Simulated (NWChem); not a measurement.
Molecule: MoHO₃F; SMILES [O]=[Mo](=[O])([OH])[F]

```xyz
6

Mo    -0.0144     0.0384     0.0001
O      0.9865    -0.0579    -1.3294
O      0.9813    -0.0591     1.3336
F     -0.9345     1.6362    -0.0009
O     -1.2014    -1.3770    -0.0028
H     -1.1338    -2.3379    -0.0039
```
Atoms are numbered in this order, from 1.

This is a stationary point of PBE0/def2-SVP with def2 effective core potentials on Mo (NWChem), point group Cs. def2 effective core potentials on Mo; no spin-orbit coupling.

**Question.** Is it a minimum? If not, what does it relax to?

**Answer.** No. It has an imaginary frequency of 183i cm⁻¹. Following that mode (on a finer grid) lowers the energy by 0.5 kcal/mol and ends, with real frequencies alone, at point group C1:
```xyz
6

Mo     0.0672    -0.0222    -0.0406
O      1.0826     0.0230    -1.3618
O      1.0197    -0.1530     1.3217
F     -0.9325     1.5251     0.0419
O     -1.0374    -1.5057    -0.1802
H     -1.1992    -2.1866     0.4844
```
